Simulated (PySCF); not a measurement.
Species: (FGaNH)3 ring, F3Ga3H3N3.
Bonds: Ga1–F2, Ga1–N3, Ga1–N9, N3–Ga4, Ga4–F5, Ga4–N6, N6–Ga7, Ga7–F8, Ga7–N9. Hydrogens: H10 on N3; H11 on N6; H12 on N9.

Level of theory: PBE0-D3(BJ)/def2-SVP geometry optimisation, gas phase in PySCF.

Task: How far are the bound atoms from Ga1?

Result: 3 atoms: F2 1.751 Å, N3 1.819 Å, N9 1.819 Å. The nearest atom not counted as bound is H10, at 2.48 Å (others tie with it).

Task: List the angles at Ga1.

Result: 
| angle | degrees | distance of the outer atoms (Å) |
| --- | --- | --- |
| F2–Ga1–N9 | 121.0 | 3.11 |
| F2–Ga1–N3 | 120.6 | 3.10 |
| N3–Ga1–N9 | 118.4 | 3.12 |

Task: What is the shape at Ga1?

Result: Planar: angles 121.0°, 120.6° and 118.4°, sum 360.0°, 0.00 Å off the plane of its three neighbours.

Task: Give some angles away from the centre.

Result: Ga1–N3–Ga4 121.8°, N6–Ga7–N9 118.6°.

Charge 0, singlet. Not checked by PBE0-D3(BJ)/def2-SVP frequencies.

One conformer stands for the species.
